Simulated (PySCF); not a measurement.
KMg at PBE0

Computed with PBE0; K aug-pcseg-1, Mg aug-pcseg-1; no relativity (PySCF 2.14).

```
state                                           : ²Σ⁺ (doublet), unpaired electrons σ ↑
bond length                                     : 3.914 Å
harmonic wavenumber                             : 82.6 cm⁻¹
force constant                                  : 0.0596 mdyn/Å
rotational constant Be                          : 0.07411 cm⁻¹
anharmonicity ωexe                              : 1.19 cm⁻¹
vibration–rotation constant αe                  : 0.00116 cm⁻¹
well depth De to K + Mg                         : 3.8 kcal/mol
dissociation energy D0                          : 3.7 kcal/mol
bond order (Mayer)                              : 0.44
dipole moment (positive dipole means K(−)Mg(+)) : -2.10 D
```

The bond is weak. Basis-set superposition, not corrected here, can be much of De in a small basis, most of all at correlated wavefunction levels. Functionals without a dispersion term scatter widely for such bonds, and LDA overbinds them. The state was picked by a PBE0 search and need not be the measured ground state.
